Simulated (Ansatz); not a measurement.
Reaction (ligand exchange at the Si–C bond): `[SiH3]C([SiH3])S` + `BN[SiH2]Cl` → `BN([SiH3])[SiH2]Cl` + `[SiH3]CS`

Gas-phase electronic energies from Ansatz, PBE0-D4/def2-TZVP geometries. CBS: MP2 limit from def2 TZ/QZ plus the TZ coupled-cluster correction, frozen cores. DFT in def2-TZVPP. B3LYP here is the variant with VWN-RPA as its local correlation; programs differ in this. One conformer a species, not always the lowest.

Problem. Is it downhill or uphill in electronic energy at CCSD(T)/CBS, and by how much? (Best estimate.)

Solution. The calculation gave: Downhill: ΔE = -37.3 kJ/mol.

Problem. What do these levels give: PBE-D4, r2SCAN-D4, ωB97X-V, PBE0, B3LYP, MP2/def2-QZVPP? (Estimate.)

Solution. The calculation gave: PBE-D4 -28.0, r2SCAN-D4 -34.2, ωB97X-V -36.9, PBE0 -31.2, B3LYP -36.5, MP2/def2-QZVPP -38.0 kJ/mol.

Largest T1 diagnostic among the species: 0.012.

In def2-TZVPP, CCSD(T) changes the Hartree–Fock value by +9.9 kJ/mol (the triples alone add +1.6 kJ/mol) and MP2 by +9.8 kJ/mol. From PBE to PBE0 (25 % exact exchange), in def2-TZVPP and without D4, ΔE moves by −3.5 kJ/mol.
